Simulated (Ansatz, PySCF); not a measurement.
C4H9FO, SMILES O(C)C[C@@H](F)C. Atoms are numbered in the order given.

```xyz
15

C      2.4144    -0.5242    -0.3216
O      1.0473    -0.3056    -0.4632
C      0.3965    -0.0535     0.7409
C     -1.0657     0.2445     0.4937
C     -1.7505    -0.7630    -0.3982
F     -1.1771     1.4969    -0.0793
H      2.9321     0.3533     0.1145
H      2.8326    -0.7149    -1.3197
H      2.6309    -1.3998     0.3234
H      0.8460     0.8151     1.2646
H      0.4728    -0.9242     1.4279
H     -1.5648     0.2921     1.4794
H     -2.7965    -0.4700    -0.5644
H     -1.2305    -0.8124    -1.3642
H     -1.7340    -1.7630     0.0600
```

Coordinates come from a PBE0-D3(BJ)/def2-SVP optimisation. The values are those of a single conformer.

Two levels are set side by side: PBE-D3(BJ)/def2-SVP (Ansatz, a first-principles code) and PBE0-D3(BJ)/def2-SVP (Ansatz). Each level has its own optimised geometry; the coordinates shown are those of the second. Frequencies come from the Hessian of PySCF at each geometry. Differences are taken from unrounded values.

```tsv
quantity	PBE0-D3(BJ)	PBE-D3(BJ)	PBE-D3(BJ) minus PBE0-D3(BJ)
mean bond length (Å)	1.223	1.234	0.010
bond C1–O2 (Å)	1.392	1.405	0.013
bond O2–C3 (Å)	1.392	1.406	0.014
bond C3–C4 (Å)	1.513	1.523	0.010
bond C4–C5 (Å)	1.510	1.519	0.009
bond C4–F6 (Å)	1.382	1.399	0.017
bond C1–H7 (Å)	1.108	1.118	0.010
bond C1–H8 (Å)	1.099	1.107	0.009
bond C1–H9 (Å)	1.109	1.119	0.010
bond C3–H10 (Å)	1.109	1.119	0.010
bond C3–H11 (Å)	1.112	1.122	0.010
bond C4–H12 (Å)	1.106	1.116	0.010
bond C5–H13 (Å)	1.099	1.107	0.008
bond C5–H14 (Å)	1.098	1.106	0.008
bond C5–H15 (Å)	1.100	1.108	0.008
highest harmonic wavenumber (cm⁻¹)	3189	3099	-91
mean harmonic wavenumber (cm⁻¹)	1460	1408	-52
zero-point energy (kcal/mol)	81.40	78.49	-2.91
```

GGA bonds tend to be longer and softer than those of functionals with exact exchange. Differences between two approximate levels are no errors against the true value.
